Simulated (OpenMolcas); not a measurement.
## C3H10Si (trimethylsilane): how far must the integration grid go?

C3H10Si: 14 atoms, total charge 0, spin state singlet. As SMILES, `C[SiH](C)C`. The coordinates come from a PBE0-D4/def2-TZVP relaxation.

| atom | x (Å) | y (Å) | z (Å) |
| --- | --- | --- | --- |
| C | -0.9568 | 1.0826 | -1.0384 |
| Si | -0.3388 | -0.0146 | 0.3489 |
| C | 1.2394 | 0.6841 | 1.0778 |
| C | -0.0513 | -1.7567 | -0.2776 |
| H | -1.8881 | 0.6972 | -1.4609 |
| H | -1.1459 | 2.0987 | -0.6831 |
| H | -0.2216 | 1.1413 | -1.8459 |
| H | -1.3795 | -0.0593 | 1.4204 |
| H | 2.0290 | 0.7335 | 0.3228 |
| H | 1.6018 | 0.0635 | 1.9012 |
| H | 1.0818 | 1.6941 | 1.4643 |
| H | -0.9688 | -2.1840 | -0.6898 |
| H | 0.7069 | -1.7673 | -1.0657 |
| H | 0.2919 | -2.4131 | 0.5260 |

Program: OpenMolcas 26.06. Method: BPBE/def2-SVP. Swept: integration grid. Watched: the total energy. Each run: energy. Hardware: 1 thread of Arm Neoverse N1, shared host.

Deviations are taken from the sweep's last point, which isn't the limit.

```csv
integration grid,energy (Eh),from the best (mEh),wall time
Coarse,-409.559057,-1.239,19 s
SG1Grid,-409.557672,+0.146,23 s
Fine,-409.557803,+0.015,31 s
UltraFine,-409.557818,0.000,69 s
```

(1) For a target of 0.1 mEh, where can one stop?

(2) For a target of 1 mEh, where can one stop?

## Answers

(1) Fine: it is 0.015 mEh off and takes 31 s, against 69 s for UltraFine.

(2) SG1Grid: it is 0.146 mEh off and takes 23 s, against 69 s for UltraFine.
